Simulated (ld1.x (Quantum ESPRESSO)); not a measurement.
# What the settings do to the TM semilocal potential of osmium

Base potential:

Os, norm-conserving Troullier–Martins (semilocal form), made with ld1.x (Quantum ESPRESSO) 7.5 (PBE, scalar-relativistic). Core [Xe], reference 4f14 5d6 6s2 6p0. Waves: 6s (bound): rc 1.80 bohr; 6p (bound, empty): rc 3.30 bohr; 5d (bound): rc 1.65 bohr; 4f (bound): rc 1.10 bohr. Local part: the f channel. Core correction: none.

All-electron outer shells of the reference configuration (PBE, scalar-relativistic, ld1.x):

| shell | level (eV) | outermost node (bohr) | outermost maximum (bohr) |
| --- | --- | --- | --- |
| 5s | -91.55 | 0.51 | 0.91 |
| 4f | -51.98 | – | 0.40 |
| 5p | -50.84 | 0.55 | 1.03 |
| 5d | -6.25 | 0.60 | 1.36 |
| 6s | -6.15 | 1.20 | 2.48 |
| 6p | -1.27 | 1.44 | 3.56 |

Cutoffs, loose and tight: the cutoffs (Ry, on a coarse ladder) from which the occupation-weighted sum of valence levels, in a spherical-Bessel basis at the reference potential, stays within 10 and 1 mRy of its value at 400 Ry. They do not see the model core or the augmentation charge, which bear on the density cutoff. Test errors are all-electron minus pseudo excitation energies from the reference, over the configurations 4f14 5d6 6s1 6p0; 4f14 5d6 6s0 6p0; 4f14 5d5 6s0 6p0; 4f14 5d5 6s2 6p1; 4f14 5d4 6s0 6p0; 4f14 5d7 6s1 6p0; 4f14 5d6 6s0 6p2. A dash means not determined; rows that change the core or the reference have their own tests.

Cutoffs are not given where the Bessel-basis levels miss the radial ones by over 6 mRy, ghosts where they miss by over 20 mRy; a channel whose overlap is not positive is not tested.

A semilocal file is local in each channel, so a ghost entry of none says nothing of the separable form that plane-wave codes build from it.

```tsv
change	outcome	bound ghosts	largest test error (meV)
base	generated	not determined	+86
wave 5d (bound): rc 1.65 bohr becomes 5d (bound): rc 1.10 bohr	generated	not determined	+90
wave 5d (bound): rc 1.65 bohr becomes 5d (bound): rc 1.32 bohr	generated	not determined	+86
wave 5d (bound): rc 1.65 bohr becomes 5d (bound): rc 1.60 bohr	generated	not determined	+86
wave 5d (bound): rc 1.65 bohr becomes 5d (bound): rc 1.74 bohr	generated	not determined	+87
wave 5d (bound): rc 1.65 bohr becomes 5d (bound): rc 2.06 bohr	generated	not determined	+86
wave 5d (bound): rc 1.65 bohr becomes 5d (bound): rc 2.26 bohr	generated	not determined	+79
```

Task: What comes out with this change to the base: wave 5d (bound): rc 1.65 bohr becomes 5d (bound): rc 2.44 bohr?

Result: outcome: generated; bound ghosts: not determined; largest test error (meV): +66.
